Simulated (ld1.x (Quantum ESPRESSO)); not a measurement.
Before and after: TM potential for aluminium (Al)

ld1.x (Quantum ESPRESSO) 7.5 input, shortened:

```
&input
   title='Al', zed=13., rel=1, dft='PBE', iswitch=3,
   config='[Ne] 3s1.75 3p1.25 3d-2'
 /
 &inputp
   pseudotype=2, tm=.true., lloc=0,
   nlcc=.true., rcore=0.85
 /
3
3P  2  1   1.25   0.00  1.75  1.75  0.0
3D  3  2  -2.00   0.25  1.40  1.40  0.0
3S  1  0   1.75   0.00  1.45  1.45  0.0
 &test
   configts(1)='3s1.75 3p1.25'
 /
```

Change: wave 3s (bound): rc 1.45 bohr becomes 3s (bound): rc 1.32 bohr.

Cutoffs: the cutoffs (Ry, on a coarse ladder) from which the occupation-weighted sum of valence levels, in a spherical-Bessel basis at the reference potential, stays within 10 and 1 mRy of its value at 400 Ry; they do not see the model core or the augmentation charge, which bear on the density cutoff. Errors are all-electron minus pseudo energies relative to the spin-unpolarised reference configuration.

**Question.** How do hardness, ghosts and transferability respond?

**Answer.** The potential gets harder (30 Ry and 70 Ry → 40 Ry and 90 Ry); of the 7 tests that both files solve, the error grows in 2 and shrinks in 0 by more than 15 % and 0.3 meV (median size 0.4 → 0.5 meV); neither file shows a bound ghost. A smaller radius makes the pseudo-wave follow the all-electron one further in, where it bends more sharply, so more plane waves are needed.

| quantity | base | changed |
| --- | --- | --- |
| cutoff, loose | 30 Ry | 40 Ry |
| cutoff, tight | 70 Ry | 90 Ry |
| loose cutoff by channel (10 mRy a level) | p 6 Ry, s 30 Ry | p 6 Ry, s 35 Ry |
| bound ghosts | none | none |
| error for 3s2 3p1, meV [ΔE -1.27 eV] | 0.0 | 0.0 |
| error for 3s2 3p0, meV [ΔE 4.49 eV] | +1.1 | +1.0 |
| error for 3s1 3p0, meV [ΔE 23.72 eV] | +14 | +20 |
| error for 3s1 3p2, meV [ΔE 3.87 eV] | -0.2 | -0.4 |
| error for 3s2 3p0.5, meV [ΔE 0.82 eV] | -0.1 | -0.3 |
| error for 3s2 3p1.3, meV [ΔE -1.84 eV] | +0.4 | +0.5 |
| error for 3s1 3p1, meV [ΔE 10.30 eV] | +7.0 | +9.5 |
| s: phases at 1.90 bohr within 0.05 rad from the reference energy up to (Ry; the scan ends near 5) | 1.4 | 0.5 |
| p: phases at 1.90 bohr within 0.05 rad from the reference energy up to (Ry; the scan ends near 5) | 0.5 | 0.4 |
| d: phases at 1.90 bohr within 0.05 rad from the reference energy up to (Ry; the scan ends near 5) | to the end of the scan | to the end of the scan |
